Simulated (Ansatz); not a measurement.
Molecule: WF₃, net charge 0, quartet state. The spin state was set by rule; other spins were not relaxed. 
Coordinates optimised at B3LYP-D3(BJ)/def2-TZVP (Ansatz, an electronic-structure program):
```xyz
4

W      0.0000     0.0000     0.0000
F      1.8159    -0.3552    -0.3197
F     -0.7850    -0.5139     1.6266
F     -1.0309     0.8691    -1.3068
```
Charge 0, spin multiplicity 4.

Basis-set convergence of Hartree-Fock and MP2 correlation energies (hartree) with Ansatz. Cores are frozen in the correlated levels unless marked. UHF or UKS for open shells. No spin-orbit coupling. Frozen are the shells of the preceding noble gas and the d and f shells that filled before the atom's block. Past Kr the def2 sets carry scalar-relativistic core potentials.

```
basis       functions       E(HF)  E(corr, MP2)
----------  ---------  ----------  ------------
def2-SVP           74  -364.59691      -0.67447
def2-TZVPP        149  (withheld)    (withheld)
```

Question: Some entries are withheld; supply them.

Answer: 
- def2-TZVPP, E(HF): -364.99843
- def2-TZVPP, E(corr, MP2): -0.90034
